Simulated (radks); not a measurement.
All-electron atom: Lu2+ in [Xe] 4f14 6s1. Calculated with a radial shooting solver on a logarithmic mesh with Libxc functionals: Dirac Kohn-Sham, BLYP, spin-unpolarised, spherical densities, finite nucleus; Fermi nuclear charge, rms radius 5.37 fm. Some entries of the table are withheld. Estimate them.

| orbital | occ. | eigenvalue (hartree) | <r> (bohr) |
|---|---|---|---|
| 1s1/2 | 2 | -2321.362 | 0.01932 |
| 2s1/2 | 2 | -395.4513 | 0.08124 |
| 2p1/2 | 2 | -377.5546 | 0.06740 |
| 2p3/2 | 4 | -336.4744 | 0.07501 |
| 3s1/2 | 2 | -90.08951 | 0.2122 |
| 3p1/2 | 2 | -82.15591 | 0.2020 |
| 3p3/2 | 4 | -73.39445 | 0.2162 |
| 3d3/2 | 4 | -59.89826 | 0.1898 |
| 3d5/2 | 6 | -57.98509 | 0.1942 |
| 4s1/2 | 2 | (1) | 0.4779 |
| 4p1/2 | 2 | -15.19505 | 0.4850 |
| 4p3/2 | 4 | -13.20046 | 0.5177 |
| 4d3/2 | 4 | -7.88044 | (2) |
| 4d5/2 | 6 | -7.51641 | (3) |
| 5s1/2 | 2 | -2.86758 | 1.169 |
| 5p1/2 | 2 | -1.96942 | (4) |
| 5p3/2 | 4 | -1.71172 | (5) |
| 4f5/2 | 6 | -1.01016 | (6) |
| 4f7/2 | 8 | -0.95407 | (7) |
| 6s1/2 | 1 | -0.65006 | 3.054 |

Answer. 
(1) 4s1/2 eigenvalue (hartree): -18.42739
(2) 4d3/2 <r> (bohr): 0.5410
(3) 4d5/2 <r> (bohr): 0.5526
(4) 5p1/2 <r> (bohr): 1.306
(5) 5p3/2 <r> (bohr): 1.414
(6) 4f5/2 <r> (bohr): 0.7121
(7) 4f7/2 <r> (bohr): 0.7271
